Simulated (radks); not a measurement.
Results of a calculation; reference values are marked as such.
Zr31+, configuration [He] 2s2 2p5. Level of theory: non-relativistic Kohn-Sham, LB94 model potential, spin-polarised, spherical densities, point nucleus; open shells are filled with parallel spins first (spin-orbit coupling, left out, can overturn this in heavy ions); relativity is left out, which matters for an element this heavy (a radial shooting solver on a logarithmic mesh with Libxc functionals). Some entries of the table are withheld. Estimate them.

| orbital | occ. | eigenvalue (Ry) | <1/r> (bohr^-1) | <r^2> (bohr^2) |
|---|---|---|---|---|
| 1s down | 1 | -1423.636 | 39.56 | 0.001934 |
| 1s up | 1 | -1423.500 | 39.56 | 0.001935 |
| 2s up | 1 | (1) | 9.119 | (2) |
| 2s down | 1 | (3) | 9.108 | (4) |
| 2p up | 3 | -288.4172 | 9.107 | 0.02331 |
| 2p down | 2 | -287.5822 | 9.106 | 0.02335 |
| 3s up | 0 | -125.5236 | 3.855 | 0.1670 |
| 3s down | 0 | -125.2813 | 3.850 | 0.1674 |
| 3p up | 0 | -121.7270 | 3.823 | 0.1530 |
| 3p down | 0 | -121.4861 | 3.818 | 0.1535 |

Answer. 
(1) 2s up eigenvalue (Ry): -300.4515
(2) 2s up <r^2> (bohr^2): 0.03094
(3) 2s down eigenvalue (Ry): -299.6290
(4) 2s down <r^2> (bohr^2): 0.03100
